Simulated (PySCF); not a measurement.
## Simulated absorption spectrum

Compound: C₇H₉FO.
Z-matrix (Å and degrees, GFN2-xTB geometry), rows numbered from 1:
```
O 
C   1  1.2015
C   2  1.4821  1  124.96
C   3  1.5384  2  119.34  1   161.21
C   4  1.5383  3   90.85  2   121.26
C   5  1.5316  4   90.11  3     3.36
C   6  1.5351  3   89.86  2   124.59
C   7  1.5342  6   90.20  3    -3.48
F   8  1.3708  3  114.88  2   114.68
H   2  1.1091  1  121.18  3  -177.23
H   4  1.0874  3  113.15  2  -120.86
H   4  1.0881  3  113.37  2     4.03
H   5  1.0878  4  113.41  3  -112.13
H   5  1.0880  4  115.56  3   121.04
H   6  1.0859  3  121.51  2     2.96
H   7  1.0880  6  114.04  3   111.87
H   7  1.0867  6  115.06  3  -120.42
H   8  1.0932  3  113.14  2    -8.67
```

Method used: TDDFT PBE0/def2-SVPD, vertical, gas phase, core orbitals frozen in the response (PySCF).

Computed states:

```
state  E (eV)       f
   S1    4.13  0.0004
   S2    6.01   0.018
   S3    6.30   0.056
   S4    7.00  0.0076
   S5    7.14   0.019
   S6    7.28  0.0089
```

Broadening: Gaussians 0.4 eV wide at half height, area fixed by f = 4.319×10⁻⁹ ∫ε dν̃. The cross-section is σ = 3.8235×10⁻²¹ ε cm², given in Mb (10⁻¹⁸ cm²). The width is an assumption, not a result. The curve ends short of the highest state used, and states not computed would add to its high-energy end.

Q: Give the broadened spectrum and its maxima.

A: 
```
λ (nm)  σ (Mb)
 185.7    1.68
 188.7    4.16
 191.7    9.00
 194.7   13.87
 197.7   15.76
 200.7   14.10
 203.8   10.68
 206.8    7.46
 209.8    4.82
 212.8    2.77
 215.8    1.37
 218.8    0.57
 221.8    0.20
 224.8    0.06
 227.8    0.02
 230.8    0.00
 233.8    0.00
 236.8    0.00
 239.8    0.00
 242.8    0.00
 245.8    0.00
 248.9    0.00
 251.9    0.00
 254.9    0.00
 257.9    0.00
 260.9    0.00
 263.9    0.00
 266.9    0.00
 269.9    0.00
 272.9    0.01
 275.9    0.01
 278.9    0.02
 281.9    0.03
 284.9    0.05
 287.9    0.06
 290.9    0.08
 294.0    0.10
 297.0    0.10
 300.0    0.11
 303.0    0.11
 306.0    0.10
 309.0    0.08
 312.0    0.07
 315.0    0.06
 318.0    0.04
 321.0    0.03
 324.0    0.02
 327.0    0.01
 330.0    0.01
 333.0    0.01
 336.0    0.00
 339.1    0.00
 342.1    0.00
 345.1    0.00
 348.1    0.00
 351.1    0.00
```

Maxima: 300 nm (4.13 eV), ε about 28, made up of S1 (100%); 198 nm (6.27 eV), ε about 4100, made up of S3 (91%) (ε in L mol⁻¹ cm⁻¹; maxima over ε = 5, shares over 10%).

Q: On this curve, what absorbance would a 10⁻³ mol/L sample give at 308 nm over a 1 cm path?

A: 308 nm is 4.025 eV, where ε is about 23 L mol⁻¹ cm⁻¹, so A = ε c l ≈ 0.023 (Beer–Lambert, with the gas-phase spectrum and the assumed width).

Q: What would ε be at 6.27 eV, the highest of these maxima, with half the width (0.2 eV)?

A: About 7180 L mol⁻¹ cm⁻¹ against 4120, a factor of about 1.7; a lone state at its own centre would give exactly 2.

Q: Coming from long wavelengths, where does ε first pass 100 L mol⁻¹ cm⁻¹?

A: At about 220 nm (5.64 eV), 1.50 eV above S1.

One conformer stands for the species.
